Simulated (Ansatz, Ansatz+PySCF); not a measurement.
```yaml
atoms:
  - { symbol: Cu, position_ang: [0.0320, -0.0343, -1.0988] }
  - { symbol: Cu, position_ang: [-0.0172, 0.0427, 1.1356] }
```

RHF on singlet Cu2 was run in several spherical basis sets with Ansatz (development build ahead of 0.2.0).

Rank the basis sets by the total energy that they give, lowest first, with the distance from the lowest.
A. 6-31G
B. aug-cc-pVDZ
C. 6-31G(d)
D. def2-SVP

B (0.00 eV), D (14.77 eV), C (20.36 eV), A (20.43 eV).

Totals follow the description of the cores as much as that of the bonds, so this order isn't one of quality for chemistry.
